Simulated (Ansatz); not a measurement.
Two isomers of CH7BFGaSi: A = `F[CH]([GaH2])B[SiH3]`, B = `[BH2][GaH][CH2][SiH2]F`.

Isolated molecules relaxed with PBE0-D4/def2-TZVP in Ansatz; ΔE leaves out vibrations. CBS: MP2 limit from def2 TZ/QZ plus the TZ coupled-cluster correction, frozen cores. Functionals use def2-TZVPP. B3LYP here is the variant with VWN-RPA as its local correlation; programs differ in this. For Ga outer-core shells are correlated without core-valence functions, which leaves a few kJ/mol of doubt a bond. Scalar relativity is left out up to krypton. Each species was taken in one conformer, which may not be the lowest.

Task: Which is lower in electronic energy at CCSD(T)/CBS, and by how much? (An estimate is asked.)

Result: Ansatz gave: B, by 206.8 kJ/mol.

Task: Give E(B) − E(A) in kJ/mol with PBE-D4, MP2/def2-TZVPP, B3LYP, B3LYP-D4, B2PLYP, CCSD(T)/def2-TZVPP, r2SCAN-D4. (An estimate is asked.)

Result: Ansatz gave: PBE-D4 -157.5, MP2/def2-TZVPP -209.8, B3LYP -199.4, B3LYP-D4 -195.8, B2PLYP -205.6, CCSD(T)/def2-TZVPP -198.8, r2SCAN-D4 -181.8. None reverses the order clearly.

Largest T1 diagnostic: 0.014.

From PBE to PBE0 (25 % exact exchange), in def2-TZVPP and without D4, E(B) − E(A) moves by −18.8 kJ/mol. The D4 term adds +3.6 kJ/mol with B3LYP and +1.8 kJ/mol with PBE0; it sums over pairs of atoms, weighted by their polarisabilities, and B3LYP, whose exchange is more repulsive, gets the larger term.
